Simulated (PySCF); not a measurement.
## Run times: iron in aug-cc-pVDZ-DK

Measured wall times of calculations with PySCF 2.14 in aug-cc-pVDZ-DK, with scalar relativity by spin-free X2C-1e, run from one Python driver. Hardware: 1 thread of Neoverse-V1 on a shared host, 1.3 GiB allowed. The two-electron integrals over 59 functions were computed once and kept in memory (0.86 CPU seconds with the set-up); the times below exclude them. Kohn-Sham runs start from converged Hartree-Fock orbitals.

Launch command (the driver calls PySCF for each step listed in the task file):

```bash
OMP_NUM_THREADS=1 python atomrun2.py TASK.json OUT
```

| species | step | iterations | wall time (s) |
| --- | --- | --- | --- |
| Fe⁺ [Ar] 3d6 4s1 | UHF | 7 | 0.38 |
| Fe⁺ [Ar] 3d6 4s1 | MN15 | 7 | 3.1 |
| Fe⁺ [Ar] 3d6 4s1 | PBE0 | 6 | 1.2 |
| Fe⁺ [Ar] 3d6 4s1 | MP2 (7 electrons) |  | 0.08 |
| Fe²⁺ [Ar] 3d6 | UHF | 7 | 0.34 |
| Fe²⁺ [Ar] 3d6 | MN15 | 6 | 2.7 |
| Fe²⁺ [Ar] 3d6 | PBE0 | 6 | 1.2 |
| Fe²⁺ [Ar] 3d6 | MP2 (6 electrons) |  | 0.08 |

Peak memory of the process: 0.25 GiB. Times on a shared host vary from run to run.
